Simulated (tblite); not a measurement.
Compound: C4H13FN2Si2.
Atom-mapped SMILES: `[NH2:1][CH2:2][C:3]1([Si@H:4]([F:5])[NH:6][SiH3:7])[CH2:8][CH2:9]1` (hydrogens: H10, H11 on N1; H12, H13 on C2; H14 on Si4; H15 on N6; H16, H17, H18 on Si7; H19, H20 on C8; H21, H22 on C9)

Computed with GFN2-xTB (tblite), gas phase: L-BFGS steps from a force-field or distance-geometry start until the largest atomic force falls under 0.01 eV/Å.

At the end of the run (lengths in Å): Si4–F5 1.620, N6–Si7 1.738, Si4–N6 1.722, N6–H15 1.007, C8–H19 1.080, C2–H13 1.094, C9–H21 1.081, Si4–N6–Si7 127.1°, C2–C3–C8 116.8°, C2–C3–C9 116.7°, C3–Si4–N6 110.1°, N1–C2–C3–Si4 -58°, C2–C3–Si4–F5 -163°, C3–Si4–N6–Si7 -174°, H15–N6–Si4–C3 23°, H14–Si4–C3–C2 -47°.

**Question.** These geometries were met on the way; a selection of coordinates is given. Order them by energy above the end point, lowest first.
A. Si4–F5 1.614, N6–Si7 1.737, Si4–N6 1.716, N6–H15 1.008, C8–H19 1.081, C2–H13 1.093, C9–H21 1.088, Si4–N6–Si7 122.7°, C2–C3–C8 118.4°, C2–C3–C9 114.4°, C3–Si4–N6 116.4°, N1–C2–C3–Si4 -55°, C2–C3–Si4–F5 -104°, C3–Si4–N6–Si7 140°, H15–N6–Si4–C3 -46°, H14–Si4–C3–C2 9°
B. Si4–F5 1.611, N6–Si7 1.746, Si4–N6 1.719, N6–H15 1.009, C8–H19 1.089, C2–H13 1.101, C9–H21 1.086, Si4–N6–Si7 116.9°, C2–C3–C8 125.1°, C2–C3–C9 114.0°, C3–Si4–N6 116.6°, N1–C2–C3–Si4 -57°, C2–C3–Si4–F5 -100°, C3–Si4–N6–Si7 147°, H15–N6–Si4–C3 -72°, H14–Si4–C3–C2 17°
C. Si4–F5 1.615, N6–Si7 1.745, Si4–N6 1.750, N6–H15 1.005, C8–H19 1.066, C2–H13 1.081, C9–H21 1.076, Si4–N6–Si7 109.6°, C2–C3–C8 125.6°, C2–C3–C9 113.0°, C3–Si4–N6 112.1°, N1–C2–C3–Si4 -58°, C2–C3–Si4–F5 -97°, C3–Si4–N6–Si7 152°, H15–N6–Si4–C3 -81°, H14–Si4–C3–C2 23°
D. Si4–F5 1.613, N6–Si7 1.745, Si4–N6 1.722, N6–H15 1.007, C8–H19 1.082, C2–H13 1.094, C9–H21 1.078, Si4–N6–Si7 119.2°, C2–C3–C8 121.5°, C2–C3–C9 114.7°, C3–Si4–N6 115.7°, N1–C2–C3–Si4 -54°, C2–C3–Si4–F5 -103°, C3–Si4–N6–Si7 143°, H15–N6–Si4–C3 -62°, H14–Si4–C3–C2 11°
E. Si4–F5 1.688, N6–Si7 1.806, Si4–N6 1.784, N6–H15 1.052, C8–H19 1.122, C2–H13 1.134, C9–H21 1.120, Si4–N6–Si7 106.8°, C2–C3–C8 123.3°, C2–C3–C9 110.1°, C3–Si4–N6 109.7°, N1–C2–C3–Si4 -58°, C2–C3–Si4–F5 -96°, C3–Si4–N6–Si7 155°, H15–N6–Si4–C3 -86°, H14–Si4–C3–C2 25°

**Answer.** A (0.162 eV), D (0.264 eV), B (0.435 eV), C (0.704 eV), E (1.206 eV).

```tsv
step	E above end (eV)	rms distance from the end, all atoms (Å)	largest force (eV/Å)	rms shift of all bonds from the end (Å)
16	0.162	0.969	0.296	0.006
11	0.264	0.972	0.399	0.008
6	0.435	0.975	0.532	0.010
2	0.704	0.983	0.880	0.010
0	1.206	0.991	1.843	0.034
```

Rows stand in the order of the answer.
